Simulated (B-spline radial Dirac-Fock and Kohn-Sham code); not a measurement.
## Dipole and non-dipole photoemission parameters of Sc 3d3/2

System: the Sc atom, configuration 1s2 2s2 2p6 3s2 3p6 3d1 4s2; threshold 6.37 eV (orbital energy of the model). Model: Dirac-Hartree-Slater photoionisation with a Latter tail; cross sections with all multipoles, angular parameters from the dipole term and its interference with E2. Program: a B-spline atomic structure program.

Input of the calculation (task.json; shells as n, l, electrons):

```json
{"items": [{
  "Z": 21,
  "q": 0,
  "cfg": [[1, 0, 2], [2, 0, 2], [2, 1, 6], [3, 0, 2], [3, 1, 6], [3, 2, 1], [4, 0, 2]],
  "A": 45,
  "rrms": 3.5459,
  "do": "xps",
  "hv": [69.8, 76.3, 82.8, 83.5, 89.2, 142.0, 150, 200, 204.0, 332.0, 345.0, 354.0, 362.0, 368.0, 400, 407.0, 439.0, 558.0, 574.0, 714.0, 910.0, 1190.0, 1660.0, 2000, 2850.0, 2984.4, 5414.7, 6000, 7850.0, 15000],
  "edges": {"K": 4492.0, "L1": 498.0, "L2": 403.6, "L3": 398.7}
}]}
```

Launch: `python xray2_run.py task.json out`

For linearly polarised light dσ/dΩ = σ/(4π) [1 + β P₂(cos θ) + (δ + γ cos²θ) sin θ cos φ], with θ from the polarisation vector and φ the angle between the beam and the projection of the electron momentum on the plane normal to the polarisation.

| hν (eV) | σ (kb) | β | γ | δ |
| --- | --- | --- | --- | --- |
| 69.8 | 303 | 0.954 | 0.026 | 0.014 |
| 76.3 | 251 | 1.000 | 0.030 | 0.015 |
| 82.8 | 209 | 1.041 | 0.035 | 0.016 |
| 83.5 | 205 | 1.045 | 0.035 | 0.016 |
| 89.2 | 176 | 1.075 | 0.040 | 0.017 |
| 142 | 54.8 | 1.235 | 0.086 | 0.023 |
| 150 | 47.2 | 1.246 | 0.094 | 0.023 |
| 200 | 20.9 | 1.280 | 0.137 | 0.028 |
| 204 | 19.7 | 1.280 | 0.141 | 0.028 |
| 332 | 4.45 | 1.231 | 0.232 | 0.038 |
| 345 | 3.94 | 1.222 | 0.239 | 0.039 |
| 354 | 3.63 | 1.216 | 0.245 | 0.040 |
| 362 | 3.38 | 1.211 | 0.249 | 0.040 |
| 368 | ? | ? | ? | ? |
| 400 | 2.45 | 1.184 | 0.270 | 0.043 |
| 407 | 2.31 | 1.179 | 0.273 | 0.044 |
| 439 | 1.81 | 1.156 | 0.289 | 0.047 |
| 558 | 0.808 | 1.073 | 0.340 | 0.056 |
| 574 | 0.734 | 1.063 | 0.346 | 0.058 |
| 714 | 0.344 | 0.978 | 0.392 | 0.070 |
| 910 | 0.145 | 0.880 | 0.443 | 0.086 |
| 1190 | 0.0537 | 0.777 | 0.501 | 0.110 |
| 1660 | 0.0149 | 0.656 | 0.579 | 0.148 |
| 2000 | 0.00710 | 0.590 | 0.623 | 0.174 |
| 2850 | 0.00164 | 0.471 | 0.686 | 0.234 |
| 2984.4 | 0.00135 | 0.457 | 0.691 | 0.243 |
| 5414.7 | 0.000107 | 0.334 | 0.740 | 0.379 |
| 6000 | 6.83e-05 | 0.319 | 0.754 | 0.408 |
| 7850 | 2.08e-05 | 0.272 | 0.791 | 0.496 |
| 15000 | 1.07e-06 | 0.157 | 0.753 | 0.768 |

Problem. Give the values at 368 eV.

Solution. σ = 3.21 kb, β = 1.207, γ = 0.253, δ = 0.041.
